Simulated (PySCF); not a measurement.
Compound: C5H4O3 (charge -1 and doublet state).
SMILES with atom numbers: `[O-:1][C:2]([OH:3])[c:4]1[cH:5][cH:6][o:7][cH:8]1` (hydrogens: H9 on O3; H10 on C5; H11 on C6; H12 on C8)

Structure used (GFN2-xTB), in Å, numbered top down from 1:
```xyz
12
C5H4O3 angstrom
O      2.0544   -1.4789   -0.2881
C      1.4821   -0.4587    0.1746
O      2.2662    0.4216    0.9784
C      0.1538   -0.0481    0.0143
C     -0.8656   -0.7282   -0.7349
C     -1.9996   -0.0062   -0.6358
O     -1.8394    1.1121    0.1198
C     -0.5013    1.0913    0.5254
H      3.1393    0.0104    0.9933
H     -0.7335   -1.6477   -1.2732
H     -2.9838   -0.1648   -1.0447
H     -0.1714    1.8966    1.1447
```

The hyperfine couplings belong to this conformer and change with its torsions.

Level of theory: UKS B3LYP, pcH-1 on C H O, non-relativistic, mean-field spin-orbit, GIAO (PySCF). Whether the extra electron is bound in the gas phase wasn't checked; a finite basis holds it in any case. Couplings are sensitive to structure, and on GFN2-xTB geometries they can be far from those on DFT ones, by a factor of two or more for some ions and for spin on atoms past the first row. The SCF solution wasn't tested for stability.

Task: Break the g tensor into its mass correction, gauge correction and orbital-Zeeman/spin–orbit terms.

Result: 
```json
{"Δg (ppm)": "relativistic mass correction", "1": "-226", "2": "-226", "3": "-226"}
{"Δg (ppm)": "gauge correction", "1": "-8", "2": "46", "3": "42"}
{"Δg (ppm)": "orbital Zeeman/spin–orbit", "1": "-41", "2": "2122", "3": "2396"}
{"Δg (ppm)": "total", "1": "-276", "2": "1942", "3": "2211"}
```

So g = 2.00204, 2.00426, 2.00453 and g_iso = 2.00361; the tensor is close to axial: the two nearest values differ by 11 % of g3 − g1. Axes: g1 is normal to the molecular plane, g2 points within 7° of the O1–C2 bond and g3 points within 13° of the O7–C8 bond.

Task: Average each term over the three axes. Which is largest in size?

Result: The orbital-Zeeman/spin–orbit term 1492, the mass correction -226 and the gauge correction 26 ppm, for a total of 1292 ppm. The orbital-Zeeman/spin–orbit term is the largest in size. The mass correction is the same along every axis, so the anisotropy comes from the other two: their spans along these axes are 55 (gauge) and 2437 ppm (orbital Zeeman/spin–orbit).

Task: What are the electron Larmor frequencies g μB B/h along the three axes at 340 mT?

Result: 9.5272, 9.5377, 9.5390 GHz for g1, g2 and g3, a range of 11.8 MHz.

Task: In a frozen sample, at which fields do the three g values resonate at 9.5, 34, 94 and 263 GHz (hyperfine left aside), and which band first spreads them over more than twice a line width of 1.0 mT?

Result: 
```
band    GHz  B(g3) mT  B(g2) mT  B(g1) mT  spread mT
   X    9.5    338.61    338.66    339.03       0.42
   Q   34.0   1211.87   1212.03   1213.37       1.51
   W   94.0   3350.45   3350.90   3354.62       4.16
   J  263.0   9374.14   9375.40   9385.79      11.64
```

The spread grows in proportion to the frequency. W band is the first where it exceeds 2.0 mT.

Largest spin populations (Mulliken): C8 (+0.56), C2 (+0.25), O1 (+0.17) and O7 (+0.07). Three atoms exceed +0.15. The angles at C8 add up to 360.0°, so it is planar.

The HOMO–LUMO gaps are 2.72 eV among the α and 5.82 eV among the β orbitals.

The SMILES draws the unpaired electron on C2; the largest computed Mulliken spin population is on C8 (0.56 against 0.25).
